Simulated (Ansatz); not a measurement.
A geometry relaxed with Ansatz (an electronic-structure program) with B3LYP-D3(BJ)/def2-TZVP, charge 0, multiplicity 1:

```xyz
4

H     -0.8588    -0.8229     0.0003
H      1.1421    -0.3323    -0.0002
H     -0.2833     1.1552    -0.0001
B      0.0000     0.0000     0.0000
```

Problem. Write the SMILES of this molecule.

Solution. `B`
